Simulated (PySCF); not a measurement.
C₁₁H₉N.

```xyz
21

C      3.5301     0.2089     0.1552
C      2.9163    -0.9972    -0.1802
C      1.5283    -1.0841    -0.2390
C      0.7256     0.0326     0.0374
C     -0.7474    -0.0604    -0.0260
C     -1.4389    -1.1993     0.4047
C     -2.8262    -1.2285     0.3213
C     -3.4862    -0.1109    -0.1885
N     -2.8489     0.9783    -0.6090
C     -1.5241     0.9956    -0.5310
C      1.3560     1.2396     0.3745
C      2.7443     1.3266     0.4319
H      4.6194     0.2775     0.2010
H      3.5238    -1.8767    -0.4066
H      1.0572    -2.0267    -0.5281
H     -0.8902    -2.0466     0.8238
H     -3.3919    -2.1001     0.6572
H     -4.5800    -0.0975    -0.2591
H     -1.0263     1.8959    -0.9104
H      0.7485     2.1141     0.6188
H      3.2158     2.2740     0.7039
```

Geometry: PBE0-D3(BJ)/def2-SVP. The values are those of a single conformer.

The numbers are results of PBE/pcSseg-1 (PySCF), not measurements. Non-relativistic, no solvent.

Computed absolute GIAO shielding of each atom: isotropic value and principal components (ppm):
| atom | σ(iso) | σ11 | σ22 | σ33 | span |
|---|---|---|---|---|---|
| C1 | 48.9 | -59.6 | 36.4 | 169.9 | 229.5 |
| C2 | 47.7 | -60.2 | 35.0 | 168.3 | 228.4 |
| C3 | 49.3 | -52.3 | 38.3 | 162.0 | 214.3 |
| C4 | 37.2 | -52.5 | 1.6 | 162.6 | 215.1 |
| C5 | 39.7 | -52.4 | 7.8 | 163.7 | 216.1 |
| C6 | 44.2 | -58.9 | 26.3 | 165.1 | 224.0 |
| C7 | 53.7 | -56.9 | 50.3 | 167.7 | 224.6 |
| C8 | 28.3 | -78.0 | 26.0 | 136.8 | 214.8 |
| N9 | -95.4 | -409.9 | -169.1 | 292.7 | 702.6 |
| C10 | 28.4 | -65.7 | 22.6 | 128.3 | 194.1 |
| C11 | 49.6 | -50.7 | 37.3 | 162.3 | 213.0 |
| C12 | 47.8 | -59.7 | 34.7 | 168.4 | 228.2 |
| H13 | 23.8 | 20.8 | 24.1 | 26.5 | 5.7 |
| H14 | 23.7 | 20.4 | 23.9 | 26.8 | 6.4 |
| H15 | 23.7 | 19.4 | 22.8 | 29.0 | 9.6 |
| H16 | 23.6 | 19.2 | 22.3 | 29.1 | 9.9 |
| H17 | 24.0 | 21.3 | 23.2 | 27.5 | 6.2 |
| H18 | 22.5 | 18.8 | 22.4 | 26.3 | 7.6 |
| H19 | 22.3 | 17.3 | 21.2 | 28.5 | 11.2 |
| H20 | 23.6 | 19.4 | 23.0 | 28.5 | 9.2 |
| H21 | 23.7 | 20.4 | 24.0 | 26.7 | 6.3 |
